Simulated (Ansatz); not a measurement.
`B[SiH2]F` + `CO[SiH](O)F` → `CO[SiH](F)O[SiH2]F` + BH₃  (cleavage of the Si–B bond)

Calculated with Ansatz (gas phase, PBE0-D4/def2-TZVP geometries, no zero-point term in ΔE). CBS: MP2 limit from def2 TZ/QZ plus the TZ coupled-cluster correction, frozen cores. This one scheme is used for every species. DFT in def2-TZVPP. One conformer a species, not always the lowest.

CCSD(T)/CBS gives -35.8 kcal/mol.

(1) Another level gave -28.3 kcal/mol. Which?
A. CCSD(T)/def2-TZVPP
B. PBE0-D4/def2-TZVPP
C. PBE/def2-TZVPP
D. r2SCAN/def2-TZVPP

Largest T1 diagnostic among the species: 0.012.

Results:

(1) C. PBE -28.3, CCSD(T)/def2-TZVPP -35.8, r2SCAN -33.6, PBE0-D4 -32.0 kcal/mol.

From PBE to PBE0 (25 % exact exchange), in def2-TZVPP and without D4, ΔE moves by −2.5 kcal/mol. The D4 term adds −1.9 kcal/mol with B3LYP and −1.2 kcal/mol with PBE0; it sums over pairs of atoms, weighted by their polarisabilities, and B3LYP, whose exchange is more repulsive, gets the larger term.

B3LYP here is the variant with VWN-RPA as its local correlation; programs differ in this.
